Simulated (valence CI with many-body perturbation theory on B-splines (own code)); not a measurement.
Sensitivity of CI+MBPT for Pt LXVI

Calculated by valence CI with perturbative core correlation (CI+MBPT): three valence electrons over a frozen Dirac-Fock core [Ne], a basis of 6 s, 6 p, 5 d, 3 f, 1 g functions for each j, with the one-electron correlation potential Σ1, the two-electron term Σ2, the three-electron term Σ3, Breit, model QED; selected CI, second order for the rest (own B-spline code, finite nucleus).

No measured spectrum was set against this ion. As an estimate, large intervals hold to a few tenths of a per cent, small ones and those within an open d or f shell to about a per cent.

The reference run has the lowest level (3s^2 3p1/2) J=1/2 and an ionisation energy of 7664.17 eV. Its largest variational space holds 2743 state functions.

Levels are named by their leading jj configuration (3d3/2^4 stands for four electrons in 3d with j = 3/2), which in mixed levels can hold well under half, so a name can repeat and another be missing. Letters in brackets count levels of one name in rising energy.

Changed runs:
A. scale of Σ1 1 → 0; scale of Σ2 1 → 0; three-electron term on → off
B. Davidson tolerance 2e-05 → 0.001; averaging of valence orbitals over low configurations on → off
C. hole-hole ladder in Σ2 on → off; scale of Σ1 1 → 0.9
D. correlating orbitals by l 3 3 3 2 1 → 0 0 0 0 0 (bad on purpose)

Excitation energies of the reference run in cm⁻¹, and shifts in cm⁻¹:

| Level | Reference | A | B | C | D |
| --- | --- | --- | --- | --- | --- |
| (3s 3p1/2^2) J=1/2 | 1473610 | +2885 | +29 | +278 | +88 |
| (3s^2 3p3/2) J=3/2 | 3774030 | -2621 | +0.7 | -212 | -437 |
| (3s 3p1/2 3p3/2) J=3/2 [a] | 4981850 | -2164 | +35 | -40 | -1793 |
| (3s 3p1/2 3p3/2) J=5/2 | 5140510 | -847 | +31 | +21 | -766 |
| (3s 3p1/2 3p3/2) J=3/2 [b] | 5316380 | +665 | +39 | +51 | -208 |
| (3s 3p1/2 3p3/2) J=1/2 | 5406710 | +3782 | +28 | +71 | +277 |
| (3s^2 3d3/2) J=3/2 | 5797140 | +5830 | +64 | -137 | +1856 |
| (3s^2 3d5/2) J=5/2 | 6561180 | +2101 | +77 | -323 | +903 |
| (3s 3p1/2 3d3/2) J=3/2 [a] | 6748290 | +2522 | +75 | +217 | -675 |
| (3s 3p1/2 3d3/2) J=3/2 [b] | 6859790 | +4078 | +75 | +172 | -453 |
| (3s 3p1/2 3d3/2) J=5/2 | 6956420 | +3427 | +94 | +34 | +8.1 |
| (3s 3p1/2 3d3/2) J=1/2 | 7187410 | +7086 | +109 | +37 | +1303 |
| Ionisation energy (eV) | 7664.17 | -1.10 | +0.00013 | -0.15 | -0.38 |
